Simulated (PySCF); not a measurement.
Input file for PySCF: R-M06-2X/LANL2DZ on Br2OW (SMILES [O]=[W]([Br])[Br]), 2S+1 = 1, a spin state set in the input, which need not be the lowest.

```python
from pyscf import gto, scf, dft, mp
from pyscf.data.elements import chemcore

mol = gto.M(
    atom='''
    W    -0.06078359   -0.02779475   -0.02262773
    O    -1.25941321   -1.18136046   -0.24582661
    Br   -0.48830675    2.04252659   -1.14094204
    Br    1.75051583   -0.76650610    1.35325222
    ''',
    basis='lanl2dz',
    ecp={'Br': 'lanl2dz', 'W': 'lanl2dz'},
    charge=0, spin=0, verbose=3, max_memory=1800)
mf = dft.RKS(mol, xc='m062x')
mf.conv_tol = 1e-8
mf.max_cycle = 100
mf.kernel()
if not mf.converged:
    mf = mf.newton().run(mf.mo_coeff, mf.mo_occ)
```

The log:

```
converged SCF energy = -169.177458305783
```

Self-consistency was reached.

Cost: around 5 core-seconds (rough).
